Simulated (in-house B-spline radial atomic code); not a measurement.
Inner levels of antimony as electrons are removed. A shift is the extra binding of the orbital against the neutral atom ([Kr] 4d10 5s2 5p3). Computed with a radial B-spline atomic code at the basis-set limit: non-relativistic Hartree-Fock, average of the configuration, point nuclei.

This level leaves out relativity, spin-orbit splitting included, which matters for heavy ions.

| ion | configuration | shift of 3p (eV) | shift of 3s (eV) | shift of 2s (eV) | radius of 3p (bohr) | radius of 3s (bohr) | radius of 2s (bohr) | Σ<r²> (bohr²) | change of density at nucleus (bohr⁻³) |
| --- | --- | --- | --- | --- | --- | --- | --- | --- | --- |
| Sb29+ | [Ar] 3d4 | 1079.85 | 1075.09 | 1252.29 | 0.31008 | 0.32174 | 0.12755 | 1.3758 | 16.606 |
| Sb30+ | [Ar] 3d3 | 1155.28 | 1149.74 | 1352.76 | 0.30736 | 0.3193 | 0.12741 | 1.2659 | 69.12 |
| Sb31+ | [Ar] 3d2 | ? | ? | ? | ? | ? | ? | ? | ? |
| Sb32+ | [Ar] 3d1 | ? | ? | ? | ? | ? | ? | ? | ? |
| Sb33+ | [Ne] 3s2 3p6 | ? | ? | ? | ? | ? | ? | ? | ? |
| Sb34+ | [Ne] 3s2 3p5 | 1465.64 | 1450.06 | 1764.21 | 0.29707 | 0.31032 | 0.12677 | 0.85133 | 300.22 |
| Sb35+ | [Ne] 3s2 3p4 | 1543.27 | 1520.41 | 1863.7 | 0.29489 | 0.30855 | 0.1266 | 0.74089 | 365.19 |
| Sb36+ | [Ne] 3s2 3p3 | 1621.77 | 1591.5 | 1964.46 | 0.29275 | 0.3068 | 0.12642 | 0.63361 | 431.53 |
| Sb37+ | [Ne] 3s2 3p2 | 1701.12 | 1663.32 | 2066.48 | 0.29063 | 0.30507 | 0.12624 | 0.52936 | 499.25 |
| Sb38+ | [Ne] 3s2 3p1 | 1781.34 | 1735.87 | 2169.75 | 0.28855 | 0.30337 | 0.12606 | 0.42804 | 568.35 |

Fill in the row of Sb31+.

shift of 3p (eV): 1231.92; shift of 3s (eV): 1225.52; shift of 2s (eV): 1455.2; radius of 3p (bohr): 0.30467; radius of 3s (bohr): 0.31687; radius of 2s (bohr): 0.12726; Σ<r²> (bohr²): 1.161; change of density at nucleus (bohr⁻³): 123.29.

Fill in the row of Sb32+.

shift of 3p (eV): 1309.79; shift of 3s (eV): 1302.42; shift of 2s (eV): 1559.61; radius of 3p (bohr): 0.30202; radius of 3s (bohr): 0.31448; radius of 2s (bohr): 0.1271; Σ<r²> (bohr²): 1.0608; change of density at nucleus (bohr⁻³): 179.12.

Fill in the row of Sb33+.

shift of 3p (eV): 1388.86; shift of 3s (eV): 1380.43; shift of 2s (eV): 1665.98; radius of 3p (bohr): 0.29941; radius of 3s (bohr): 0.31211; radius of 2s (bohr): 0.12694; Σ<r²> (bohr²): 0.96503; change of density at nucleus (bohr⁻³): 236.62.
